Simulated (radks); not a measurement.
Results of a calculation; reference values are marked as such.
The fluorine ion F7+, 2 electrons, occupied as [He] (the NIST ground configuration).

Code: a radial shooting solver on a logarithmic mesh with Libxc functionals. Model: scalar-relativistic Kohn-Sham, LB94 model potential, spin-polarised, spherical densities, finite nucleus; Fermi nuclear charge, rms radius 2.8976 fm.

Energy parts (eV):
kinetic: 2048.473
electron-nucleus: -4251.363
Hartree: 293.373
(The LB94 potential has no energy functional, so no total or exchange-correlation energy is given.)

Orbitals (lengths in bohr, moments of r in powers of bohr; <r^-3> diverges for s and p1/2; r(90%) holds 90 % of the orbital's charge):
| orbital | occ. | eigenvalue (eV) | r(90%) | <r^4> | <r^-3> |
|---|---|---|---|---|---|
| 1s | 2 | -937.2885 | 0.311 | 0.004251 | - |

The highest occupied level is 1s at -937.29 eV. The electron density at the nucleus is 443.4 e/bohr^3 (large components only). The density falls to 0.001 e/bohr^3 at r = 0.76 bohr. For comparison, the ionisation energy in NIST's Atomic Spectra Database is 953.90 eV (theoretical). In exact Kohn-Sham theory the highest level is minus the ionisation energy, but local and semilocal functionals leave it too shallow, through self-interaction and a potential that decays too fast; potentials with the right tail come closer. Summed over all electrons, <r^2> = 0.08165 bohr^2, which gives a Langevin (diamagnetic) susceptibility term of -0.0647 x 10^-6 cm^3/mol.
